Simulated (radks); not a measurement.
Charge is removed step by step from the 1s down level of the tin ion Sn47+, starting from 1s(up 1, down 1) 2s1. Calculated with a radial shooting solver on a logarithmic mesh with Libxc functionals: scalar-relativistic Kohn-Sham, r2SCAN, spin-polarised, spherical densities, finite nucleus; open shells are filled with parallel spins first (spin-orbit coupling, left out, can overturn this in heavy ions); meta-GGA in the generalised Kohn-Sham scheme; Fermi nuclear charge, rms radius 4.6519 fm.

removed (e)  E - E(0) (eV)  eigenvalue (eV)
0                    0.000           -33753
0.125               4223.9           -33837
0.25                8458.1           -33918
0.375              12702.3           -33996
0.5                16956.0           -34070
0.625                21218           -34137
0.75                 25489           -34192
0.875                29765           -34225

The mean slope of the eigenvalue, de/dn, is 540 eV per electron.
